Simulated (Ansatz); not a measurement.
Z-matrix (Å, degrees):
```
C
Br 1 1.908
B 1 1.504 2 125.3
F 1 1.337 2 110.1 3 -169.3
O 1 1.433 2 114.6 3 62.7
H 3 1.180 1 161.8 2 -84.5
```

Total charge 0; spin multiplicity 1.

Q: List the PBE0/def2-TZVPP orbital energies in eV (Ansatz). (Best estimate.)

A: Computed: Occupied: -13150.61, -1705.51, -1536.08, -1535.98, -1535.98, -675.06, -524.80, -283.28, -239.34, -186.50, -179.77, -179.46, -179.46, -73.26, -73.17, -73.17, -72.91, -72.91, -35.27, -31.19, -22.80, -18.58, -16.32, -15.38, -14.81, -13.40, -12.64, -11.62, -11.00, -9.55, -8.76, -8.17. Lowest empty: -1.48, -0.26, 1.46, 1.56, 1.98, 2.49, 3.36, 4.31.
